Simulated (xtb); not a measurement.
A run for xtb: GFN2-xTB on AlH5N2O (SMILES [NH2][Al]([NH2])[OH]), a point of a torsion scan.

```
$ xtb mol.xyz --gfn 2 --sp --chrg 0 --uhf 0
9

N      1.25386879    -1.12066156    -0.01256787
Al    -0.08365726     0.06143214    -0.04170130
N     -1.60233609    -0.30375996    -0.89803234
O      0.05538504     1.47884765     0.77686560
H      2.22625700    -0.86561376     0.08320942
H      1.19440577    -2.01234281    -0.48030499
H     -1.79827568    -1.15361832    -1.40221845
H     -2.42401643     0.28176580    -0.88701323
H      0.16011370     2.28079878     1.26395486
```

Program output:

```
[...]
           -------------------------------------------------
          |                Calculation Setup                |
           -------------------------------------------------



           -------------------------------------------------
          |                 G F N 2 - x T B                 |
           -------------------------------------------------

        Reference                      10.1021/acs.jctc.8b01176
      * Hamiltonian:
        H0-scaling (s, p, d)           1.850000    2.230000    2.230000
        zeta-weighting                 0.500000
      * Dispersion:
        s8                             2.700000
        a1                             0.520000
        a2                             5.000000
        s9                             5.000000
      * Repulsion:
        kExp                           1.500000    1.000000
        rExp                           1.000000
      * Coulomb:
        alpha                          2.000000
        third order                    shell-resolved
        anisotropic                    true
        a3                             3.000000
        a5                             4.000000
        cn-shift                       1.200000
        cn-exp                         4.000000
        max-rad                        5.000000


          ...................................................
          :                      SETUP                      :
          :.................................................:
          :  # basis functions                  27          :
          :  # atomic orbitals                  26          :
          :  # shells                           14          :
          :  # electrons                        24          :
          :  max. iterations                   250          :
          :  Hamiltonian                  GFN2-xTB          :
          :  restarted?                      false          :
          :  GBSA solvation                  false          :
          :  PC potential                    false          :
          :  electronic temp.          300.0000000     K    :
          :  accuracy                    1.0000000          :
          :  -> integral cutoff          0.2500000E+02      :
          :  -> integral neglect         0.1000000E-07      :
          :  -> SCF convergence          0.1000000E-05 Eh   :
          :  -> wf. convergence          0.1000000E-03 e    :
          :  Broyden damping             0.4000000          :
          :  net charge                          0          :
          :  unpaired electrons                  0          :
          ...................................................

 iter      E             dE          RMSdq      gap      omega  full diag
   1    -13.6843905 -0.136844E+02  0.144E+01    3.64       0.0  T
   2    -13.7340898 -0.496993E-01  0.595E+00    4.92       1.0  T
   3    -13.7515976 -0.175078E-01  0.443E+00    3.70       1.0  T
   4    -13.7630907 -0.114930E-01  0.100E+00    3.92       1.0  T
   5    -13.7639253 -0.834674E-03  0.264E-01    4.18       1.0  T
   6    -13.7643694 -0.444036E-03  0.113E-01    4.10       1.0  T
   7    -13.7643349  0.344952E-04  0.137E-01    4.05       1.0  T
   8    -13.7643779 -0.429836E-04  0.646E-02    4.07       1.0  T
   9    -13.7643876 -0.977333E-05  0.144E-02    4.09       2.3  T
  10    -13.7643889 -0.122331E-05  0.154E-03    4.09      21.6  T
  11    -13.7643889 -0.403585E-08  0.733E-04    4.09      45.5  T
  12    -13.7643889  0.402819E-09  0.336E-04    4.09      99.1  T

   *** convergence criteria satisfied after 12 iterations ***

         #    Occupation            Energy/Eh            Energy/eV
      -------------------------------------------------------------
         1        2.0000           -0.6505599             -17.7026
       ...           ...                  ...                  ...
         6        2.0000           -0.4864480             -13.2369
         7        2.0000           -0.4575719             -12.4512
         8        2.0000           -0.4438110             -12.0767
         9        2.0000           -0.4412008             -12.0057
        10        2.0000           -0.4127365             -11.2311
        11        2.0000           -0.3668182              -9.9816
        12        2.0000           -0.3603606              -9.8059 (HOMO)
        13                         -0.2101061              -5.7173 (LUMO)
        14                         -0.0657643              -1.7895
        15                          0.0108952               0.2965
        16                          0.0357464               0.9727
        17                          0.0554610               1.5092
       ...                                ...                  ...
        26                          1.0910057              29.6878
      -------------------------------------------------------------
                  HL-Gap            0.1502546 Eh            4.0886 eV
             Fermi-level           -0.2852334 Eh           -7.7616 eV

 SCC (total)                   0 d,  0 h,  0 min,  0.009 sec
 SCC setup                      ...        0 min,  0.000 sec (  1.225%)
 Dispersion                     ...        0 min,  0.000 sec (  0.478%)
 classical contributions        ...        0 min,  0.000 sec (  0.227%)
 integral evaluation            ...        0 min,  0.001 sec ( 15.098%)
 iterations                     ...        0 min,  0.004 sec ( 50.303%)
 molecular gradient             ...        0 min,  0.003 sec ( 31.052%)
 printout                       ...        0 min,  0.000 sec (  1.460%)

         :::::::::::::::::::::::::::::::::::::::::::::::::::::
         ::                     SUMMARY                     ::
         :::::::::::::::::::::::::::::::::::::::::::::::::::::
         :: total energy             -13.620369036421 Eh    ::
         :: gradient norm              0.003334632469 Eh/a0 ::
         :: HOMO-LUMO gap              4.088634485493 eV    ::
         ::.................................................::
         :: SCC energy               -13.764384088563 Eh    ::
         :: -> isotropic ES            0.088456425798 Eh    ::
         :: -> anisotropic ES          0.006987014224 Eh    ::
         :: -> anisotropic XC          0.000155893870 Eh    ::
         :: -> dispersion             -0.003395777250 Eh    ::
         :: repulsion energy           0.144015052142 Eh    ::
         :: add. restraining           0.000000000000 Eh    ::
         :: total charge               0.000000000000 e     ::
         :::::::::::::::::::::::::::::::::::::::::::::::::::::

           -------------------------------------------------
          |                Property Printout                |
           -------------------------------------------------

    * Orbital Energies and Occupations

         #    Occupation            Energy/Eh            Energy/eV
      -------------------------------------------------------------
         1        2.0000           -0.6505599             -17.7026
         2        2.0000           -0.5756339             -15.6638
         3        2.0000           -0.5669383             -15.4272
         4        2.0000           -0.5468306             -14.8800
         5        2.0000           -0.4912586             -13.3678
         6        2.0000           -0.4864480             -13.2369
         7        2.0000           -0.4575719             -12.4512
         8        2.0000           -0.4438110             -12.0767
         9        2.0000           -0.4412008             -12.0057
        10        2.0000           -0.4127365             -11.2311
        11        2.0000           -0.3668182              -9.9816
        12        2.0000           -0.3603606              -9.8059 (HOMO)
Note: The following floating-point exceptions are signalling: IEEE_UNDERFLOW_FLAG IEEE_DENORMAL
normal termination of xtb
        13                         -0.2101061              -5.7173 (LUMO)
        14                         -0.0657643              -1.7895
        15                          0.0108952               0.2965
        16                          0.0357464               0.9727
        17                          0.0554610               1.5092
        18                          0.0714638               1.9446
        19                          0.0821684               2.2359
        20                          0.1644159               4.4740
        21                          0.1922243               5.2307
        22                          0.2474812               6.7343
        23                          0.2544328               6.9235
       ...                                ...                  ...
        26                          1.0910057              29.6878
      -------------------------------------------------------------
                  HL-Gap            0.1502546 Eh            4.0886 eV
             Fermi-level           -0.2852334 Eh           -7.7616 eV

     #   Z          covCN         q      C6AA      α(0)
     1   7 N        2.504    -0.396    30.320     8.177
     2  13 Al       2.307     0.318   110.178    22.529
     3   7 N        2.504    -0.397    30.339     8.180
     4   8 O        1.542    -0.468    22.293     6.370
     5   1 H        0.861     0.166     1.296     1.783
     6   1 H        0.862     0.156     1.362     1.828
     7   1 H        0.861     0.156     1.363     1.829
     8   1 H        0.861     0.166     1.295     1.783
     9   1 H        0.807     0.299     0.723     1.335

 Mol. C6AA /au·bohr⁶  :        967.964544
 Mol. C8AA /au·bohr⁸  :      36373.575600
 Mol. α(0) /au        :         53.813091


Wiberg/Mayer (AO) data.
largest (>0.10) Wiberg bond orders for each atom

 ---------------------------------------------------------------------------
     #   Z sym  total        # sym  WBO       # sym  WBO       # sym  WBO
 ---------------------------------------------------------------------------
     1   7 N    3.228 --     2 Al   1.258     6 H    0.939     5 H    0.929
     2  13 Al   4.033 --     4 O    1.344     3 N    1.265     1 N    1.258
     3   7 N    3.236 --     2 Al   1.265     7 H    0.940     8 H    0.930
     4   8 O    2.280 --     2 Al   1.344     9 H    0.869
     5   1 H    0.972 --     1 N    0.929
     6   1 H    0.976 --     1 N    0.939
     7   1 H    0.976 --     3 N    0.940
     8   1 H    0.972 --     3 N    0.930
     9   1 H    0.910 --     4 O    0.869
 ---------------------------------------------------------------------------

Topologies differ in total number of bonds
Writing topology from bond orders to xtbtopo.mol

molecular dipole:
                 x           y           z       tot (Debye)
 q only:        0.014      -0.029      -0.120
   full:        0.022      -0.007      -0.205       0.525
molecular quadrupole (traceless):
                xx          xy          yy          xz          yz          zz
 q only:        0.819      -0.281       1.268       0.900       2.997      -2.087
  q+dip:        2.051      -0.747       1.817       1.745       5.034      -3.868
   full:        0.780       0.195       1.870       0.257       4.049      -2.650


           -------------------------------------------------
          | TOTAL ENERGY              -13.620369036421 Eh   |
          | GRADIENT NORM               0.003334632469 Eh/α |
          | HOMO-LUMO GAP               4.088634485493 eV   |
           -------------------------------------------------

------------------------------------------------------------------------
------------------------------------------------------------------------
 total:
 SCF:
```

The run finished.

Cost: roughly 0.04 core-seconds.
